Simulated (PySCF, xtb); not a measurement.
C₄H₉N, SMILES C/C=N/CC. Other conformers were not sampled.

Harmonic wavenumbers (cm⁻¹) from GFN2-xTB (xtb) at its own minimum, in rising order: 83, 163, 188, 193, 299, 430, 512, 834, 863, 904, 994, 1037, 1080, 1106, 1135, 1179, 1242, 1318, 1340, 1389, 1399, 1463, 1463, 1468, 1486, 1499, 1773, 2784, 2814, 2940, 3006, 3018, 3036, 3038, 3054, 3065.

Question: What does PBE0-D3(BJ)/def2-SVP (PySCF) give at its own minimum? (Estimate from the structure and the level; the computed values follow.)

Answer: 94, 181, 213, 223, 330, 451, 530, 812, 875, 884, 967, 1084, 1100, 1130, 1138, 1191, 1282, 1351, 1364, 1391, 1413, 1441, 1448, 1458, 1464, 1484, 1817, 2973, 2980, 3051, 3060, 3075, 3132, 3156, 3165, 3186. Paired by order, the mean absolute difference is 45 cm⁻¹ and the zero-point energies are 76.6 and 78.5 kcal/mol.
